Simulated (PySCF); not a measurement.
TPSS on Sn⁻ (tin, charge -1), [Kr] 4d10 5s2 5p3, high-spin 4S determinant. All numbers are calculated (PySCF 2.14, scalar relativity by spin-free X2C-1e, in aug-cc-pwCVTZ-DK3 (10s9p7d4f1g, 109 functions)).

```
cycle= 1 E= -6176.05958962525  delta_E= -0.0173  |g|= 0.0686  |ddm|= 0.535
cycle= 2 E= -6176.05974018394  delta_E= -0.000151  |g|= 0.0321  |ddm|= 0.0914
cycle= 3 E= -6176.05986584359  delta_E= -0.000126  |g|= 0.0057  |ddm|= 0.0458
cycle= 4 E= -6176.0598746884  delta_E= -8.84e-06  |g|= 0.000313  |ddm|= 0.0108
cycle= 5 E= -6176.05987469256  delta_E= -4.16e-09  |g|= 0.00042  |ddm|= 0.00267
cycle= 6 E= -6176.05987480735  delta_E= -1.15e-07  |g|= 1.51e-05  |ddm|= 0.000926
cycle= 7 E= -6176.05987480773  delta_E= -3.8e-10  |g|= 2.23e-06  |ddm|= 0.00011
converged SCF energy = -6176.05987480773  <S^2> = 3.7514744  2S+1 = 4.0007371
```

Highest occupied orbital energy: 0.991 eV; ⟨L²⟩ = 0.00; populations by l: s 10.00, p 21.00, d 20.00, f 0.00.

(1) Can this result be used?

## Answers

(1) With care. The run converged. At TPSS the highest occupied level has a positive energy, so only the finite basis holds that electron; in a semilocal or global hybrid functional this comes from self-interaction and does not mean that the real anion is unbound.
